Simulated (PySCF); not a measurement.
**Cl²⁺: excitation energy**

Cl²⁺ [Ne] 3s2 3p3 (4S) → Cl²⁺ [Ne] 3s1 3p4 (4P), as a difference of total energies. Computed with PySCF 2.14 in aug-cc-pV(D+d)Z, with no relativity, point nucleus. Correlated levels: valence: [Ne] frozen. The calculations carry no spin-orbit coupling.

```tsv
method	excitation energy (cm⁻¹)
UHF	104010
MP2 (valence)	103100
SCS-MP2 (valence)	102900
CCSD (valence)	98495
CCSD(T) (valence)	98024
CCSDT (valence)	97770
```

A first-order spin-orbit estimate (lowest level to lowest level, LS coupling) adds -0.046 eV.

The coupled-cluster amplitudes are large for the upper state (T1 above 0.03 or a double amplitude above 0.15), so a single reference is strained.
